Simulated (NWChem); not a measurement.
System: CH5FOSi; SMILES C[Si@H](O)F

```xyz
9

C     -0.2708     1.6603     0.2185
Si     0.0220    -0.0927    -0.3627
O     -1.1100    -1.1723     0.2206
F      1.5194    -0.5235     0.1596
H     -0.1944     1.7349     1.3230
H     -1.2765     2.0162    -0.0842
H      0.4836     2.3477    -0.2158
H     -0.0128    -0.2537    -1.8465
H     -1.2722    -1.1367     1.1791
```
Atoms are numbered in this order, from 1.

Level: PBE-D3(BJ)/def2-SVP (NWChem), optimised geometry, unscaled harmonic frequencies. 

```csv
frequency (cm⁻¹),IR intensity (km/mol)
147,0.3
197,23.1
237,19.8
297,60.6
326,61.7
639,4.2
693,57.8
730,8.1
803,90.5
813,25.0
867,145.3
894,145.9
943,207.8
1226,38.1
1378,2.5
1382,4.3
2228,127.7
2977,0.5
3075,2.7
3082,2.2
3768,66.2
```

The zero-point energy comes out as 38.2 kcal/mol and the thermal correction to the enthalpy at 298.15 K (with zero-point energy) is 42.6 kcal/mol. The heat capacity Cv comes out as 20.5 cal/(mol K) and the entropy at 298.15 K and 1 atm (symmetry number 1) is 75.6 cal/(mol K). The dipole moment is 2.23 D.

Rigid rotor and harmonic oscillator.
